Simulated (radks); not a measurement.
Species: Br10+. Configuration: [Ar] 3d7. All-electron calculation, non-relativistic Kohn-Sham, LB94 model potential, spin-polarised, spherical densities, point nucleus; open shells are filled with parallel spins first. Program: a radial shooting solver on a logarithmic mesh with Libxc functionals.

Normalised radial functions P(r) = r R(r), r in bohr:

```
   r/bohr * 3d down (the largest magnitude, 1.38, reaches the edge; | marks zero)
 0.003585 *
 0.004485 *
  0.00561 *
 0.007075 *
 0.008852 *
  0.01116 *
  0.01397 *
  0.01761 *
  0.02204 *
  0.02757 *
  0.03477 |*
  0.04349 | *
  0.05485 |  *
  0.06862 |    *
  0.08585 |       *
   0.1083 |            *
   0.1355 |                  *
   0.1708 |                           *
   0.2137 |                                     *
   0.2674 |                                              *
   0.3372 |                                                    *
   0.4218 |                                                      *
    0.532 |                                                  *
   0.6656 |                                         *
   0.8394 |                            *
     1.05 |                *
    1.314 |       *
    1.657 |  *
```

3d down: eigenvalue -300.96 eV, 0 radial nodes, <r> = 0.525 bohr, 90 % of the charge inside 0.840 bohr.
